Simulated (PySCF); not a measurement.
**Solvent effects on NMR parameters**

Geometry:
```tsv
atom	x (Å)	y (Å)	z (Å)
Si1	-2.364	-1.695	0.320
N2	-1.542	-0.172	0.089
Si3	-2.309	1.389	0.270
C4	-0.103	-0.290	-0.188
C5	0.799	-0.114	1.049
Si6	2.590	-0.008	0.454
N7	2.303	0.719	-1.109
Si8	0.627	0.818	-1.570
H9	-2.297	-2.528	-0.924
H10	-3.791	-1.430	0.663
H11	-1.722	-2.495	1.413
H12	-3.590	1.181	1.006
H13	-2.617	2.051	-1.038
H14	-1.428	2.318	1.045
H15	0.085	-1.307	-0.589
H16	0.555	0.839	1.550
H17	0.631	-0.916	1.787
H18	3.452	0.834	1.341
H19	3.241	-1.356	0.359
H20	3.055	1.024	-1.717
H21	0.070	2.208	-1.517
H22	0.357	0.281	-2.939
```

GIAO PBE0/pcSseg-1 in PySCF on one PBE0-D3(BJ)/def2-SVP conformer, non-relativistic, equivalent nuclei averaged. Solvents enter as an IEF-PCM continuum (benzene with ε = 2.3, methanol with ε = 32.6) around the gas-phase geometry. Shifts are referred to TMS computed in the same medium.

Gas phase, δ in ppm: Si6 -22.1, Si8 -31.6, Si1/Si3 -48.6, C4 44.0, C5 13.5, H21 5.18, H18 4.98, H19 4.89, H22 4.83, H9/H10/H11/H12/H13/H14 4.71, H15 2.77, H16 1.57, H17 1.43, H20 -0.34. Dipole moment 1.14 D.

(1) How does each δ change in the continuum?

(2) Which nuclei move most (in ppm), and what does the model miss?

## Answers

(1) 
```tsv
atoms	environment	Δδ, benzene	Δδ, methanol
Si6	silicon bonded to C, N, 2 H, in a 5-membered ring	0.0	0.0
Si8	silicon bonded to C, N, 2 H, in a 5-membered ring	-0.1	-0.3
Si1/Si3	silicon bonded to N, 3 H	-0.2	-0.5
C4	sp3 CH bonded to N and Si	+0.3	+0.7
C5	sp3 CH2 bonded to Si	+0.4	+1.0
H21	hydrogen on a silicon bonded to C, N, in a 5-membered ring	-0.05	-0.11
H18	hydrogen on a silicon bonded to C, N, in a 5-membered ring	-0.04	-0.10
H19	hydrogen on a silicon bonded to C, N, in a 5-membered ring	-0.05	-0.11
H22	hydrogen on a silicon bonded to C, N, in a 5-membered ring	-0.03	-0.08
H9/H10/H11/H12/H13/H14	hydrogen on a silicon bonded to N	-0.03	-0.06
H15	hydrogen on an sp3 CH bonded to N and Si	+0.07	+0.18
H16	hydrogen on an sp3 CH2 bonded to Si	+0.02	+0.05
H17	hydrogen on an sp3 CH2 bonded to Si	+0.04	+0.08
H20	hydrogen on a nitrogen bonded to 2 Si, in a 5-membered ring	+0.30	+0.65
```

Changes are relative to the gas phase. The dipole moment becomes 1.27 D in benzene, 1.42 D in methanol.

(2) C5 (sp3 CH2 bonded to Si, +1.0 ppm) in methanol. A continuum only polarises the solute; specific hydrogen bonds, the anisotropy of aromatic solvents and changes of geometry or conformer are outside it.
